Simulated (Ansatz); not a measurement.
A trace of molecular dynamics of CHF2GeN (6 atoms, charge 0, multiplicity 1).

Theory: Ansatz, RKS PBE/def2-SVPD.

| Item | Value |
| --- | --- |
| ensemble | NVE (velocity Verlet) |
| starting velocities drawn for | 300 K |
| seed | 9326 |

| time (fs) | T (K) | potential energy less start (eV) | conserved less start (meV/atom) |
| --- | --- | --- | --- |
| 0.0 | 300 | 0.000 | 0.00 |
| 4.0 | 202 | 0.051 | 0.08 |
| 8.0 | 374 | -0.038 | 0.03 |
| 12.0 | 701 | -0.206 | 0.16 |
| 16.0 | 2066 | -0.913 | 0.01 |
| 20.0 | 3551 | -1.682 | -0.16 |
| 24.0 | 3988 | -1.908 | -0.17 |
| 28.0 | 3606 | -1.710 | -0.05 |
| 32.0 | 3119 | -1.459 | -0.20 |
| 36.0 | 1604 | -0.674 | 0.05 |
| 40.0 | 1232 | -0.481 | 0.04 |
| 44.0 | 2315 | -1.042 | -0.05 |
| 48.0 | 3413 | -1.610 | -0.09 |
| 52.0 | 4196 | -2.016 | -0.23 |
| 56.0 | 3425 | -1.617 | -0.17 |
| 60.0 | 1579 | -0.660 | 0.10 |
| 64.0 | 1118 | -0.422 | 0.14 |
| 68.0 | 2433 | -1.103 | -0.04 |
| 72.0 | 3589 | -1.702 | -0.18 |
| 76.0 | 3458 | -1.633 | -0.07 |
| 80.0 | 3223 | -1.511 | -0.04 |
| 84.0 | 2961 | -1.377 | -0.18 |
| 88.0 | 1784 | -0.767 | 0.14 |
| 92.0 | 1472 | -0.606 | -0.01 |
| 96.0 | 1464 | -0.602 | 0.09 |
| 100.0 | 2205 | -0.985 | -0.04 |

Can this run be trusted? Judge the integration.

The conserved energy stayed within 0.29 meV per atom of its start (net change -0.038 meV per atom), so the integration is sound. The system heated up, since it started high on the potential surface and ran downhill. A run of 0.1 ps of so small a system gives no equilibrium averages. The orbitals stay closed-shell, which can raise the energy where a bond breaks towards radicals; this wasn't checked here. The time step was 0.5 fs.

Time of the run: 6.2 min on 2 threads of Arm Neoverse V2, with other jobs on the host, peak memory 0.17 GiB.
